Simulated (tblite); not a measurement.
C6H8O2.
Atom-mapped SMILES: `[CH3:1][O:2][CH2:3][c:4]1[cH:5][cH:6][o:7][cH:8]1` (hydrogens: H9, H10, H11 on C1; H12, H13 on C3; H14 on C5; H15 on C6; H16 on C8)

Computed with GFN2-xTB (tblite), gas phase: Langevin dynamics at 200 K from the optimised GFN2-xTB geometry, time step 0.5 fs, friction 0.01 fs⁻¹, 2000 steps.

Start geometry:
```
atom  x, y, z in Å
C1     -1.991   -0.888    0.646
O2     -1.702    0.472    0.850
C3     -0.928    1.045   -0.183
C4      0.451    0.471   -0.283
C5      1.421    0.417    0.756
C6      2.508   -0.196    0.222
O7      2.287   -0.524   -1.062
C8      1.039   -0.125   -1.359
H9     -2.633   -1.192    1.470
H10    -2.517   -1.041   -0.305
H11    -1.082   -1.500    0.647
H12    -1.440    0.932   -1.152
H13    -0.873    2.109    0.068
H14     1.300    0.783    1.755
H15     3.465   -0.448    0.635
H16     0.688   -0.305   -2.356
```

The statistics below take the 31 frames saved every 25 fs from 250 to 1000 fs; their kinetic temperature (all 3N coordinates) averages 219 K.

Task: How do the bond lengths spread?

Result: 
| bond | start (Å) | mean (Å) | standard deviation (Å) | shortest (Å) | longest (Å) |
| --- | --- | --- | --- | --- | --- |
| C1–O2 | 1.405 | 1.411 | 0.025 | 1.373 | 1.493 |
| O2–C3 | 1.412 | 1.419 | 0.024 | 1.357 | 1.470 |
| C3–C4 | 1.497 | 1.496 | 0.022 | 1.455 | 1.547 |
| C4–C5 | 1.423 | 1.417 | 0.022 | 1.381 | 1.471 |
| C5–C6 | 1.358 | 1.366 | 0.019 | 1.332 | 1.403 |
| C6–O7 | 1.344 | 1.350 | 0.018 | 1.317 | 1.385 |
| O7–C8 | 1.343 | 1.349 | 0.019 | 1.314 | 1.383 |
| C4–C8 | 1.364 | 1.373 | 0.020 | 1.342 | 1.415 |
| C1–H9 | 1.088 | 1.094 | 0.026 | 1.036 | 1.159 |
| C1–H10 | 1.097 | 1.100 | 0.030 | 1.045 | 1.161 |
| C1–H11 | 1.096 | 1.101 | 0.027 | 1.049 | 1.154 |
| C3–H12 | 1.102 | 1.106 | 0.035 | 1.039 | 1.179 |
| C3–H13 | 1.094 | 1.101 | 0.032 | 1.042 | 1.159 |
| C5–H14 | 1.070 | 1.072 | 0.019 | 1.037 | 1.112 |
| C6–H15 | 1.072 | 1.075 | 0.024 | 1.033 | 1.141 |
| C8–H16 | 1.072 | 1.079 | 0.045 | 1.005 | 1.187 |

Task: Give the same statistics for bond angles, one of each kind among heavy atoms.

Result: 
| angle | start (°) | mean (°) | standard deviation (°) | smallest (°) | largest (°) |
| --- | --- | --- | --- | --- | --- |
| C1–O2–C3 | 113.6 | 113.9 | 3.2 | 108.7 | 121.2 |
| O2–C3–C4 | 113.4 | 112.9 | 3.3 | 106.3 | 118.8 |
| C3–C4–C5 | 126.4 | 126.3 | 3.1 | 120.0 | 134.3 |
| C3–C4–C8 | 128.1 | 127.7 | 2.8 | 122.1 | 132.7 |
| C5–C4–C8 | 105.4 | 105.5 | 1.6 | 101.5 | 109.1 |
| C4–C5–C6 | 106.0 | 106.4 | 1.5 | 103.3 | 109.8 |
| C5–C6–O7 | 110.7 | 110.2 | 1.8 | 107.0 | 113.9 |
| C6–O7–C8 | 107.0 | 107.1 | 1.7 | 103.5 | 111.1 |
| C4–C8–O7 | 110.9 | 110.5 | 1.6 | 107.9 | 113.4 |

Task: Follow the torsions C1–O2–C3–C4 and O2–C3–C4–C5 through every second one of these frames.

Result: 
```
t (fs)  C1–O2–C3–C4 (°)  O2–C3–C4–C5 (°)
   250              -92              -80
   300              -87              -78
   350              -72              -79
   400              -68              -79
   450              -62              -75
   500              -71              -64
   550              -75              -65
   600              -71              -73
   650              -68              -66
   700              -64              -66
   750              -70              -52
   800              -52              -55
   850              -70              -34
   900              -62              -30
   950              -73               11
  1000              -86               21
```

Largest departure from the start value over all these frames: C1–O2–C3–C4 28° (start -65°), O2–C3–C4–C5 77° (start -56°).

The run is classical and short, so these are rough statistics of one trajectory.

The cost below is that of the whole dynamics run. On an Arm Neoverse V2 with one thread, shared host with 96 logical CPUs at a one-minute load of 66, this took 9.3 s wall and 0.18 GiB of memory at its peak.
